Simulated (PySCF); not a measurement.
Isomers of C7H10OSi and their computed core-level spectra.

Level of theory: delta-SCF UKS SCAN, pcX-2 on the ionised atom, pcseg-1 elsewhere, spin-free X2C in PySCF 2.14.0. Geometries: PBE0-D3(BJ)/def2-SVP; isolated species, one conformer each.

Line lists (1s up to Mg, 2p3/2 beyond; areas count atoms within a level, one atom standing for each set equivalent by bonding):
1. C 1s: 289.21 (area 1), 289.48 (area 1), 289.64 (area 1), 290.04 (area 1), 290.23 (area 1), 291.77 (area 1), 292.73 (area 1) eV; O 1s: 539.04 eV; Si 2p3/2: 106.05 eV
2. C 1s: 289.40 (area 1), 289.66 (area 1), 289.81 (area 1), 290.04 (area 1), 290.31 (area 1), 290.97 (area 1), 291.49 (area 1) eV; O 1s: 538.17 eV; Si 2p3/2: 107.58 eV
3. C 1s: 289.68 (area 1), 289.88 (area 1), 290.08 (area 1), 290.10 (area 1), 290.34 (area 1), 290.55 (area 1), 290.78 (area 1) eV; O 1s: 538.39 eV; Si 2p3/2: 106.83 eV
4. C 1s: 289.87 (area 1), 289.90 (area 2), 290.14 (area 2), 290.45 (area 1), 291.83 (area 1) eV; O 1s: 538.17 eV; Si 2p3/2: 107.26 eV
5. C 1s: 289.67 (area 1), 290.17 (area 1), 290.21 (area 1), 290.29 (area 1), 290.36 (area 1), 290.78 (area 1), 292.44 (area 1) eV; O 1s: 537.94 eV; Si 2p3/2: 106.89 eV

Structures:
A. `O(/C(C)=C1/C=CC1=C)[SiH3]`
B. `C#C[C@@H]1C[Si@@H]1/C=C\OC`
C. `c1ccccc1O[SiH2]C`
D. `C#C[C@@H]1C=CC[Si@H]1OC`
E. `C#CC1=C[C@@H](C)[Si@@H](O)C1`

Question: Match each list to its structure.

Answer: 
- 1 = B: another candidate has the same counts of sites, so positions decide. C 1s: 289.21 terminal alkyne carbon, 289.48 alkene CH carbon, 289.64 sp3 carbon bound to silicon, 290.04 alkyne carbon, 290.23 sp3 carbon bound to silicon, 291.77 vinylic carbon bearing oxygen, 292.73 methoxy carbon; O 1s: 539.04 ether oxygen; Si 2p3/2: 106.05 SiH silicon.
- 2 = A: another candidate has the same counts of sites, so positions decide. C 1s: 289.40 terminal =CH2 carbon, 289.66 alkene CH carbon, 289.81 fully substituted alkene carbon, 290.04 alkene CH carbon, 290.31 fully substituted alkene carbon, 290.97 allylic carbon, 291.49 vinylic carbon bearing oxygen; O 1s: 538.17 silyl ether oxygen; Si 2p3/2: 107.58 oxygen-bound silicon.
- 3 = E: another candidate has the same counts of sites, so positions decide. C 1s: 289.68 terminal alkyne carbon, 289.88 alkene CH carbon, 290.08 sp3 carbon bound to silicon, 290.10 sp3 carbon bound to silicon, 290.34 alkyne carbon, 290.55 methyl carbon, 290.78 fully substituted alkene carbon; O 1s: 538.39 silanol oxygen; Si 2p3/2: 106.83 oxygen-bound silicon.
- 4 = C: no other candidate has these counts of sites. C 1s: 289.87 aromatic CH carbon, 289.90 aromatic CH carbon (×2), 290.14 aromatic CH carbon (×2), 290.45 Si-methyl carbon, 291.83 aromatic carbon bearing oxygen; O 1s: 538.17 silyl ether oxygen; Si 2p3/2: 107.26 oxygen-bound silicon.
- 5 = D: another candidate has the same counts of sites, so positions decide. C 1s: 289.67 terminal alkyne carbon, 290.17 sp3 carbon bound to silicon, 290.21 alkene CH carbon, 290.29 alkene CH carbon, 290.36 alkyne carbon, 290.78 sp3 carbon bound to silicon, 292.44 methoxy carbon; O 1s: 537.94 silyl ether oxygen; Si 2p3/2: 106.89 oxygen-bound silicon.

For 2p shells one spin-free hole was relaxed; a mean-field spin–orbit operator and the ground-state splitting of the three 2p orbitals were then diagonalised within the shell. The shell's mean is (2 × 2p3/2 + 2p1/2)/3, and the degeneracies 2j + 1 give areas of 2:1. 9 of these hole states are spin-contaminated (⟨S²⟩ up to 0.95, against 0.75; counted from 0.85) and less certain.
